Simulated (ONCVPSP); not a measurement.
## Potentials for Ni compared

Generated with ld1.x 7.5 (TM, RRKJ, ultrasoft, PAW), atompaw 4.2 or ONCVPSP 4.0.1. The cutoff is in Ry: for ld1.x and atompaw files where the sum of valence levels is converged to 10 mRy in a Bessel basis, for ONCV files where the hardest occupied wave has 1 mHa per electron of residual kinetic energy. The error is the largest all-electron minus pseudo excitation energy over each file’s own four to seven test configurations (ionisations up to +4, promotions, holes and added fractions of an electron), all of which were solved. The labels leave out finer settings (local radius, basis sizes, second energies), which also bear on the numbers. Spin-polarised tests are not counted. The rows are a selection from randomly drawn settings: files with unsolved tests, undetermined cutoffs or missed reference levels are left out.

A true bound ghost makes a file unfit for plane-wave use even where its test errors are small: the radial tests pick states by their node count and pass the ghost by.

```tsv
potential	cutoff (Ry)	largest error (meV)	bound ghosts
ONCV, PBE, scalar-relativistic, rc 1.25/1.35/1.65 (spd), local smoothed, core correction no, reference 3s2 3p6 3d8 4s1 4p1, qcut 8.6/8.2/8.3, projectors 2/2/2	61	+1.8	none
ONCV, PBE, scalar-relativistic, rc 1.80/0.90/1.35 (spd), local smoothed, core correction yes, reference 3p6 3d8 4s2, qcut 2.9/16.5/13.8, projectors 1/2/3	148	+99	s
ONCV, PBE, non-relativistic, rc 1.20/1.15/0.85 (spd), local smoothed, core correction yes, reference 3s2 3p6 3d8, qcut 12.4/10.4/17, projectors 2/2/1	234	+1.8	none
ONCV, PBEsol, scalar-relativistic, rc 1.70/1.85/1.45 (spd), local d, core correction yes, reference 3d8 4s0.5, qcut 3.3/4.4/11.3, projectors 3/2/0	109	+37	s
ONCV, LDA (Perdew-Zunger), scalar-relativistic, rc 1.50/1.10/1.10/1.10 (spdf), local d, core correction yes, reference 3s2 3p6 3d8 4s2, qcut 9.9/15.4/15/10.1, projectors 2/1/0/1	168	-31	none
ONCV, PBE, scalar-relativistic, rc 0.85/0.85/1.20/1.00 (spdf), local smoothed, core correction yes, reference 3s2 3p6 3d7, qcut 8.5/9.5/12.3/12.2, projectors 3/2/3/2	431	+25	none
```

(1) Fill in the row for Ni: ONCV, PBE, fully relativistic, rc 1.00/0.95/0.95 (spd), local d, core correction no, reference 3s2 3p6 3d8 4s1.5, qcut 9.2/12.7/17.6, projectors 2/1/0.

Answers

(1) cutoff 217 Ry, largest error -11 meV, bound ghosts: none.
